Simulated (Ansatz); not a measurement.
Consider the substitution at a C–C bond: `C=CCCCCCCCC` + `CCCCCS` → `CCCCCSCCCCC` + `C=CCCC`.

Calculated with Ansatz (gas phase, PBE0-D4/def2-TZVP geometries, no zero-point term in ΔE). CCSD(T)/CBS adds triple-zeta CCSD(T) − MP2 to the extrapolated MP2 energy (def2 sets, frozen cores). Functionals use def2-TZVPP. B3LYP here is the variant with VWN-RPA as its local correlation; programs differ in this. Each species was taken in one conformer, which may not be the lowest.

```json
{"level": "PBE0-D4", "ΔE (kJ/mol)": "-14.6"}
{"level": "B3LYP-D4", "ΔE (kJ/mol)": "-14.5"}
{"level": "ωB97M-V", "ΔE (kJ/mol)": "-12.5"}
{"level": "B2PLYP", "ΔE (kJ/mol)": "-16.4"}
{"level": "B3LYP", "ΔE (kJ/mol)": "-18.1"}
{"level": "SCS-MP2/def2-TZVPP", "ΔE (kJ/mol)": "-12.6"}
{"level": "CCSD(T)/def2-TZVPP", "ΔE (kJ/mol)": "-10.6"}
{"level": "MP2/def2-QZVPP", "ΔE (kJ/mol)": "-14.5"}
```

(1) What does CCSD(T)/CBS give? (An estimate is asked.)

Largest T1 diagnostic among the species: 0.009.

Results:

(1) The calculation gave: -13.5 kJ/mol. The listed levels differ from it by -1.1, -1.0, 1.0, -2.9, -4.6, 0.9, 2.9, -1.0 kJ/mol.

In def2-TZVPP, CCSD(T) changes the Hartree–Fock value by +6.2 kJ/mol (the triples alone add −0.9 kJ/mol) and MP2 by +4.1 kJ/mol. The D4 term adds +3.6 kJ/mol with B3LYP and +2.2 kJ/mol with PBE0; it sums over pairs of atoms, weighted by their polarisabilities, and B3LYP, whose exchange is more repulsive, gets the larger term.
